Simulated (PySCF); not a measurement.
BeH₃NS, SMILES [NH2][Be][SH]. Atoms are numbered in the order given.

```xyz
6

Be     0.0087     0.6000     0.0000
N     -0.0074     2.0984     0.0000
H     -0.0074     2.6768    -0.8251
H     -0.0074     2.6768     0.8251
S      0.0806    -1.3123     0.0000
H     -1.2580    -1.4461     0.0000
```

Geometry: B3LYP-D3(BJ)/def2-TZVP. One conformer was computed; it need not be the lowest.

The numbers are results of HF/def2-TZVPD in PySCF, not measurements.

The molecule is in vacuum.

The total energy is -468.49127 hartree and the point group is Cs. The highest occupied level is -10.19 eV, the lowest empty level is 1.07 eV and the orbital gap is 11.26 eV. The dipole moment comes out as 2.05 D, the quadrupole, principal values (traceless, Buckingham form, about the centre of nuclear charge) is -2.83, 0.52, 2.31 D·Å and the mean static polarisability comes out as 43.7 bohr³ (6.48 Å³). The polarisability, principal values is 39.3, 39.7, 52.2 bohr³.
